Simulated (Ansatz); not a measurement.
Molecule: CH3AlBr2, net charge 0, singlet state. 
Coordinates optimised at B3LYP-D3(BJ)/def2-TZVP (Ansatz, a program for electronic structure):
SMILES: [Br][Al]([CH3])[Br]
```xyz
7

C     -2.6273    -0.1136     0.0874
Al    -0.6963    -0.0223     0.0218
Br     0.5556    -1.9035     0.0562
Br     0.4116     1.9438    -0.0881
H     -3.0064    -0.7213    -0.7377
H     -2.9508    -0.5935     1.0144
H     -3.0812     0.8761     0.0310
```
Charge 0, spin multiplicity 1.

Wanted: atomisation energy (electronic, to ground-state atoms), in kcal/mol. Valence correlation only, unless marked. UHF or UKS for open shells. Spin-orbit coupling is left out. The frozen core is the preceding noble-gas configuration, with the filled d and f shells of earlier blocks. No relativistic terms. The coupled-cluster limit lacks core correlation, which all-electron functionals hold. CBS marks a two-point X^-3 extrapolation of the correlation energy; Hartree-Fock from the larger set.

| level | program | atomisation energy (kcal/mol) |
|---|---|---|
| PBE-D4/def2-TZVPD | Ansatz + dftd4 | 563.1 |

Predict the CCSD(T)/CBS(def2-TZVPPD,def2-QZVPPD) result (Ansatz).

560.8 kcal/mol
